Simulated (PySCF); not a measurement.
A structure optimised at PBE0-D3(BJ)/def2-SVP, used in a PySCF frequency run:

```xyz
10

Sn    -0.2269     0.1040    -0.1307
C     -1.7696    -1.3319    -0.3095
H     -1.3027    -2.3255    -0.3544
H     -2.3686    -1.1199    -1.2059
H     -2.3955    -1.2503     0.5936
C      0.0346     2.1267    -0.6907
H      0.4658     2.1302    -1.7046
H      0.7373     2.5856     0.0184
H     -0.9383     2.6374    -0.6916
Cl     1.6211    -0.7427     0.9341
```
Charge +1, spin multiplicity 1.

### Question
Write its SMILES and formula.

### Answer
[CH3][Sn+]([CH3])[Cl], C2H6ClSn

### Question
What are its rotational constants (standard atomic weights)?

### Answer
3.9666, 2.5822, 1.5962 GHz
